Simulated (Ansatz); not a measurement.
## Worked example: CH3Br + SiH(CH3)3 → C2H6 + SiH(CH3)2Br

Gas-phase species: CH3Br (bromomethane) `CBr`, singlet; SiH(CH3)3 (trimethylsilane), singlet; C2H6 (ethane) `CC`, singlet; SiH(CH3)2Br, singlet. The partners trade Br for CH3: C–Br and Si–CH3 bonds give way to C–CH3 and Si–Br.

Shapes, held fixed at every level: PBE0-D4/def2-TZVP. Programs: Ansatz 0.2.0. The zero-point and thermal change to 298 K, harmonic and unscaled (PBE0-D4/def2-TZVP), is +5.5 kJ/mol.

At CCSD(T)/def2-TZVPP; 1 Eh = 2625.50 kJ/mol:

| species | energy (Eh) |
| --- | --- |
| CH3Br | -2612.542543 |
| SiH(CH3)3 | -409.201646 |
| C2H6 | -79.675440 |
| SiH(CH3)2Br | -2942.113401 |

Work out ΔH(298 K) of the reaction at this level.


1. Products less reactants: (-79.675440) + (-2942.113401) − [(-2612.542543) + (-409.201646)] = -0.044652 Eh = -117.2 kJ/mol.
2. With the thermal change: -117.2 + (+5.5) = -111.7 kJ/mol.

Other levels give -126.8 (CCSD/def2-SVP) to -110.1 kJ/mol (PBE-D4/def2-TZVPP). No measured value is set beside it here. Relativity is left out for Br. Outer-core shells of Br are correlated, in sets that cover them unevenly.
